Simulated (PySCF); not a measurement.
Simulated C 1s region for `CS(=O)(=O)[CH-]C#N`, binding energy against the vacuum level.

Every computed line was given a Gaussian of 1.0 eV full width at half maximum and an area set by the number of equivalent atoms; the highest printed point is 100. Method: delta-SCF UKS SCAN, pcX-2 on the ionised atom, pcseg-1 elsewhere, spin-free X2C (PySCF 2.14.0).

binding energy (eV), intensity and a bar:
```
    284.1          0 
    284.2          0 
    284.3          1 
    284.4          1 
    284.5          2 #
    284.6          4 #
    284.7          7 ##
    284.8         10 ###
    284.9         15 #####
    285.0         22 ######
    285.1         28 #########
    285.2         36 ###########
    285.3         42 #############
    285.4         47 ##############
    285.5         50 ###############
    285.6         51 ###############
    285.7         50 ###############
    285.8         47 ##############
    285.9         44 #############
    286.0         42 #############
    286.1         43 #############
    286.2         47 ##############
    286.3         54 ################
    286.4         65 ###################
    286.5         76 #######################
    286.6         87 ##########################
    286.7         96 #############################
    286.8        100 ##############################
    286.9         99 ##############################
    287.0         94 ############################
    287.1         83 #########################
    287.2         70 #####################
    287.3         56 #################
    287.4         42 #############
    287.5         30 #########
    287.6         21 ######
    287.7         13 ####
    287.8          8 ##
    287.9          5 #
    288.0          2 #
    288.1          1 
    288.2          1 
    288.3          0
```

Problem. Count the maxima, the lines and the sites behind this envelope.

Solution. The curve has 2 maxima (at 285.6 and 286.8 eV). Under it lie 3 lines from 3 inequivalent carbon sites. At this width some lines have no maximum of their own.

Problem. Decompose the envelope and assign each component. Numbering: `[CH3:1][S:2](=[O:3])(=[O:4])[CH-:5][C:6]#[N:7]`.

Solution. 
```tsv
position (eV)	relative area	line	atoms	environment
285.55	1	C 1s	C5	carbon bonded to C, S and H
286.83	1	C 1s	C6	carbon bonded to C and N
286.86	1	C 1s	C1	S-methyl carbon
```

Problem. What are the centre and the root-mean-square width of the whole band?

Solution. The area-weighted mean of the lines is 286.41 eV. Their own spread about it is 0.61 eV (rms) and each Gaussian has σ = 1.0/2.355 = 0.42 eV; the variances add, which gives 0.74 eV.

Lowest listed C 1s: C5, bonded to S, C and H. Highest, 1.31 eV above it: C1, bonded to S and 3 H. The widest gap between neighbouring values is 1.28 eV, between 285.55 and 286.83 eV. The values 286.83 and 286.86 eV lie too close for their order to be trusted.

The curve has no shake-up lines and no vibrational structure. The species carries charge -1, so core ionisation leaves a neutral species. The basis sets have no added diffuse functions. The structure is a single GFN2-xTB conformer in the gas phase; no vibrational or solvent corrections.

The run took 1.8 min of wall time on one thread, x86-64 server, shared host.

Conformer computed: `[CH3:1][S:2](=[O:3])(=[O:4])[CH-:5][C:6]#[N:7]`: C1–S2–C5–C6 -58°.
